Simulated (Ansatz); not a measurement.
CH5Si, doublet, geometry from GFN2-xTB. Base run: HF/def2-TZVP (Ansatz, a program for electronic structure).

The Ansatz input:
Ansatz 0.2 input:
```yaml
crystal:
  periodic: [false, false, false]
  atoms:
    - {symbol: C, position_ang: [1.25953929, -0.13870737, 0.00334369]}
    - {symbol: Si, position_ang: [-0.57253761, 0.06509637, -0.00259843]}
    - {symbol: H, position_ang: [1.94386158, 0.69052936, -0.02310633]}
    - {symbol: H, position_ang: [1.73056295, -1.10560439, 0.04418013]}
    - {symbol: H, position_ang: [-1.14505061, -0.39688324, 1.27089011]}
    - {symbol: H, position_ang: [-0.90406222, 1.47637530, -0.20062515]}
    - {symbol: H, position_ang: [-1.16702079, -0.74352206, -1.07502292]}
basis:
  gaussian:
    orbitals: def2-TZVP
hamiltonian:
  xc: hf
magnetization: {spin_polarized: true, initial_magnetization: 1}
```

Variants of this job, named by their change:

| change | E (Eh) | SCF-reference <S^2> |
|---|---|---|
| base | -329.69074 | 0.761 |
| functional = wB97X | -330.54208 | 0.754 |
| functional = lc_wpbe | -330.44505 | 0.755 |
| functional = b3lyp; dispersion = d3bjatm | -330.59501 | 0.754 |
| functional = b3lyp; dispersion = d4 | -330.59382 | 0.754 |
| functional = revpbe | -330.48439 | 0.754 |
| functional = b3lyp5 | -330.49572 | 0.754 |
| functional = cam_b3lyp | -330.53945 | 0.754 |
| functional = hse06 | -330.37127 | 0.755 |
| functional = BHLYP | -330.53722 | 0.755 |
| functional = PBE0-DH | -330.36316 | 0.756 |
| functional = pbe; dispersion = d3bj | -330.34198 | 0.754 |
| functional = b3lyp | -330.58852 | 0.754 |

Totals shift with the method and basis; they matter in differences.
